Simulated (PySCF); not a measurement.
Work out the structure from these simulated measurements.

Formula: C5H9ClSi2.

| Property | Result |
| --- | --- |
| 13C NMR | chemical shifts (computed TMS as zero) by class: 115.6 (1 C), 109.5 (1 C), 4.3 (1 C), 3.8 (1 C), 0.3 (1 C) ppm [GIAO B97-2/pcSseg-1] |
| NMR, other nuclei | isotropic shieldings of nuclei other than C and H, by class: 371 (1 Si), 451 (1 Si), 939 (1 Cl) ppm [GIAO B97-2/pcSseg-1] |
| Valence photoelectron | vertical ionisation energy: 10.09 eV [ΔSCF CAM-B3LYP/def2-SVPD] |
| UV, first state | lowest singlet excitation: 5.42 eV (229 nm, f = 0.000) [TDDFT CAM-B3LYP/def2-SVPD] |
| 1H NMR | chemical shifts (computed TMS as zero) by class: 4.18 (1 H), 4.11 (3 H), 0.79 (1 H), 0.76 (1 H), 0.41 (1 H), 0.40 (1 H), -0.04 (1 H) ppm [GIAO B97-2/pcSseg-1] |
| Rotational structure | rotational constants A, B, C: 1.613, 0.540, 0.421 GHz [PBE0-D3(BJ)/def2-SVP] |
| Polarisability | 125.1 au [CAM-B3LYP/def2-SVPD] |
| Triplet | lowest triplet excitation (Tamm–Dancoff): 4.49 eV [TDA CAM-B3LYP/def2-SVPD] |
| UV, strongest line | among the 10 lowest singlet transitions: S6 at 7.52 eV (165 nm, f = 0.595) [TDDFT CAM-B3LYP/def2-SVPD] |
| Dipole | 2.17 D [CAM-B3LYP/def2-SVPD] |

Electronic properties: PySCF, gas phase, density fitting. Levels stand in brackets. Isolated species at its PBE0-D3(BJ)/def2-SVP geometry (one conformer only). NMR values are class means; diastereotopic atoms form classes of their own.

Task: What is the compound? Reason from the data.

Result: Numbering: `[SiH3:1][C:2]#[C:3][Si@H:4]([Cl:5])[CH:6]1[CH2:7][CH2:8]1`. Its formula, C5H9ClSi2, gives 3 degrees of unsaturation: 1 ring and 2 π bonds in the structure found. 5 carbons fall into 5 classes; from least to most shielded: alkyne carbon [C3] (115.6 ppm), alkyne carbon [C2] (109.5 ppm), three-membered-ring carbon [C7] (4.3 ppm), three-membered-ring carbon [C8] (3.8 ppm), ring sp3 carbon bound to silicon [C6] (0.3 ppm). Hydrogen classes from least to most shielded: 1 H on a chlorine-bound silicon, Si4 (4.18 ppm), 3 H on an SiH3 silicon, Si1 (4.11 ppm), 1 H on a three-membered-ring carbon, C7 (0.79 ppm), 1 H on a three-membered-ring carbon, C8 (0.76 ppm), 1 H on a three-membered-ring carbon, C7 (0.41 ppm), 1 H on a three-membered-ring carbon, C8 (0.40 ppm), 1 H on an sp3 carbon bound to silicon, C6 (-0.04 ppm). The other shieldings belong to: 371 ppm, chlorine-bound silicon [Si4]; 451 ppm, SiH3 silicon [Si1]; 939 ppm, silicon-bound chlorine [Cl5]. The first electron is taken from the HOMO, whose largest Löwdin shares are 0.29 on each of 2 atoms of one kind (alkyne carbon), 0.08 on the sp3 carbon bound to silicon and 0.07 on the chlorine-bound silicon. The optimised geometry has point group C1 and is an asymmetric top. Structure: `[SiH3]C#C[Si@H](Cl)C1CC1`. Computed isomers that give other values at the same levels: `C#C[C@@H]1[SiH2]C[Si@H]1CCl` (13C chemical shifts (computed TMS as zero) by class: 81.6 (1 C), 70.4 (1 C), 32.7 (1 C), 2.4 (1 C), -9.1 (1 C) ppm). The assignments are read from this structure; whether some other isomer fits the data as well wasn't checked. The mirror image fits equally.

Conformer computed: `[SiH3:1][C:2]#[C:3][Si@H:4]([Cl:5])[CH:6]1[CH2:7][CH2:8]1`: C3–Si4–C6–C7 -159°.
